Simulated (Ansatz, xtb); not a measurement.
Diatomic CSe+, multiplicity 2 (lowest of 2S+1 = 2, 4 at CCSD(T)/def2-TZVPP on PBE0 minima; our sources give no spin for the ground state, which may be another). No spin–orbit coupling. Se is treated without relativity. The T1 diagnostic near the minimum is 0.072, so single-reference values are doubtful.

Constants: fifth-degree fit in 1/R to seven points, most abundant isotopes. In def2 and cc sets the state is the lowest found near the PBE0 minimum, followed along R.

Codes used: Ansatz (Gaussian orbitals); xtb for the GFN methods. Each number belongs to the level named beside it. The GFN methods have no spin term and hold the electronic entropy of 300 K.

| level | r_e (Å) | ω_e (cm⁻¹) | α_e (cm⁻¹) | ω_e x_e (cm⁻¹) |
|---|---|---|---|---|
| GFN1-xTB | 1.628 | 1279 | 0.0045 | 6.9 |
| GFN2-xTB | 1.604 | 1271 | 0.0051 | 8.1 |
| SVWN5/def2-TZVPP | 1.628 | 1138 | 0.0041 | 5.8 |
| PBE/def2-TZVPP | 1.642 | 1106 | 0.0041 | 6.0 |

Ansatz is a program for electronic structure.
